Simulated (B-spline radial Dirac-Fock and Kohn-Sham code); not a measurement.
How the settings move the core levels of F

ΔSCF core binding energies without Breit or QED terms, calculated with an atomic code on a B-spline grid. Keys: rel is the Hamiltonian (dirac, or spin-free x2c and nr, where L3 and M5 stand for the whole 2p and 3d shells), method is hf or an exchange,correlation pair (spin-unpolarised, also for the hole states), nuc the nuclear model, radius_factor scales its radius, rmax is the box in bohr, h the logarithmic mesh step, order the B-spline order, points the quadrature points per cell, c_factor scales the speed of light, and damp, ndamp, maxit and tol steer the iteration. The run stops when the commutator error falls below 10·tol·max(1, Z/10), or the numerical noise floor, and the energy has settled to about 1e-8 Ha; the virial ratio is −V/T.

Base input:

```json
{"items": [{"Z": 9, "q": 0, "cfg": [[1, 0, 2], [2, 0, 2], [2, 1, 5]], "A": 19, "rrms": 2.8976, "do": "settings", "holes": ["K", "L3", "M5"],
  "settings": [{"rel": "dirac", "method": "hf", "nuc": "fermi", "radius_factor": 1.0, "rmax": 45.0, "h": 0.3, "order": 8, "points": 10, "c_factor": 1.0, "maxit": 60, "damp": 0.5, "ndamp": 3, "tol": 1e-08}]}]}
```

The ground state converged in 9 iterations, with total energy -99.50161 Ha, virial ratio 1.99814 and highest orbital energy -19.83 eV. ΔSCF binding energies: K (1s) 698.4 eV. Holes are computed only in closed shells, and unreliable hole states are left out.

Changes from the base run:

```tsv
changed setting	Δ total energy (Ha)	Δ K (eV)	iterations
tol = 1e-06	0.00000	0.00	8
h = 0.22	0.00000	0.00	9
method = "b88,lyp"; h = 0.22; damp = 0.2	-0.33532	+10.73	10
h = 0.22; c_factor = 5.0; tol = 1e-06	+0.08861	-0.72	8
radius_factor = 2.0	+0.00008	0.00	10
rmax = 80.0	0.00000	0.00	9
method = "b88,lyp"	?	?	?
method = "rpbe,pbe"; c_factor = 100.0; tol = 0.0001	-0.23395	+9.44	8
c_factor = 100.0	+0.09228	-0.75	8
radius_factor = 0.8; c_factor = 100.0; tol = 0.0001	+0.09227	-0.75	8
method = "rpbe,pbe"	-0.32778	+10.21	10
	0.00000	0.00	9
h = 0.5	+0.00011	0.00	10
order = 5	+0.00001	0.00	10
radius_factor = 0.8	-0.00001	0.00	9
```

**Question.** What does the change method = "b88,lyp" do?

**Answer.** The total energy moves by -0.33532 Ha and the binding energies by K +10.73 eV; the run takes 9 iterations.
